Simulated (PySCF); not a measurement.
C$_{2}$H$_{3}$O, charge -1, singlet, at a GFN2-xTB geometry (in this run its highest filled SCF level lies above zero, so its values depend strongly on the basis, on diffuse functions most of all). Base run: PySCF with DF-SVWN5/STO-3G.

The PySCF input:
```python
from pyscf import gto, scf, dft

mol = gto.M(
    atom='''
O     1.202222    0.357989    0.020415
C    -0.023925    0.670557   -0.012722
C    -0.969557   -0.665232   -0.009621
H    -0.422319   -1.620473    0.019993
H    -1.637080   -0.621627    0.859365
H    -1.597490   -0.653758   -0.908618
''',
    basis='sto-3g',
    charge=-1,
    spin=0,
    verbose=4,
)

mf = dft.RKS(mol)
mf.xc = 'lda,vwn'
mf = mf.density_fit(auxbasis='def2-universal-jkfit')
mf.kernel()
mf.analyze()
```

Variants of this job, named by their change:

```
change              basis functions      E (Eh)  HOMO (eV)  HOMO-LUMO gap (eV)  core-seconds (rough)
------------------  ---------------  ----------  ---------  ------------------  --------------------
base                             18  -149.70544      10.33                1.89                     2
basis = 6-31G                    33  -151.82462       4.27                1.79                     2
basis = pcseg-0                  33  -151.48594       3.82                1.96                     2
basis = 3-21G                    33  -151.01776       4.95                1.82                     2
basis = LANL2DZ                  33  -151.86324       3.93                1.66                     3
basis = def2-SVP                 57  -151.77431       3.56                2.00                     3
basis = pcseg-1                  57  -151.87469       3.14                2.02                     4
basis = 6-31+G*                  60  -151.92078       1.91                1.88                     4
basis = 6-311G**                 72  -151.94153       3.14                2.07                     5
basis = 6-311++G**               87  -151.97233       1.56                1.29                     8
basis = pc-2                    132  -151.98205       2.31                2.06                     9
basis = def2-TZVPP              135  -151.97561       2.64                2.04                    10
basis = cc-pVQZ                 255  -151.98493       2.46                2.07                    20
```

Totals compare only among sets that treat the same electrons; sets with core potentials leave the core out.
